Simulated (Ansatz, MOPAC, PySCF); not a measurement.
System: SeCl (charge 0, doublet). SMILES: Cl[Se]
Coordinates optimised at B3LYP-D3(BJ)/def2-TZVP (Ansatz, a quantum-chemistry and plane-wave program):
```xyz
2

Se     0.0000     0.0000    -0.7157
Cl     0.0000     0.0000     1.4313
```
Charge 0, spin multiplicity 2.

Property: vertical electron affinity to the singlet, in eV. Set-up: each state is the SCF solution reached for its charge and spin; frozen cores in correlated levels (noble-gas shells and the d and f shells of earlier blocks); 6-31G* and kin with 6d, 5d where marked; non-relativistic; PM7 with its own dispersion and hydrogen-bond terms; LANL2DZ with its own core potentials from Na on; open shells spin-unrestricted; no spin-orbit coupling. Ab initio and DFT rows: single points at B3LYP-D3(BJ) geometries (Ansatz). Semi-empirical rows: differences of heats of formation at the shared geometry for vertical values. Anions need diffuse functions, which STO-3G, LANL2DZ, def2-SVP, cc-pVDZ and Pople sets without + lack.

```tsv
level	program	vertical electron affinity to the singlet (eV)
AM1	MOPAC	2.95
PM3	MOPAC	2.82
PM6	MOPAC	2.94
PM7	MOPAC	3.15
B3LYP/STO-3G	Ansatz	-1.36
B3LYP/6-31G*	Ansatz	2.21
B3LYP/6-31G* with LANL2DZ past Ar	Ansatz	2.17
M06-2X/6-31G* with LANL2DZ past Ar (5d)	PySCF	2.32
MP2/6-31G* with LANL2DZ past Ar	Ansatz	1.61
PBE/def2-TZVPD	Ansatz	2.37
PBE0/def2-TZVPD	Ansatz	2.42
wB97X-V/def2-TZVPD	Ansatz	2.49
```

No value to compare with is used here. The 9 habitual levels span -1.36 (B3LYP/STO-3G) to 3.15 eV (PM7); PBE/def2-TZVPD gives 2.37.

The levels are drawn from those run, B3LYP/6-31G* more often than the rest, none by its result; runs whose electronic state is in doubt are left out.
